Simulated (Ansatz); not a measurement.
Ansatz (a program for electronic structure) input:

Ansatz 0.2 input:
```yaml
crystal:
  periodic: [false, false, false]
  atoms:
    - {symbol: Li, position_ang: [-0.00000000, -0.00000000, -1.25868851]}
    - {symbol: O, position_ang: [0.00000000, 0.00000000, 0.31385345]}
    - {symbol: H, position_ang: [0.00000000, 0.00000000, 1.26523792]}
basis:
  gaussian:
    orbitals: def2-TZVPD
hamiltonian:
  xc: {name: B97M-V}
output: {forces: true}
```

What final total energy does it print?

-83.41108 Eh (B97M-V/def2-TZVPD). The basis has 66 functions.
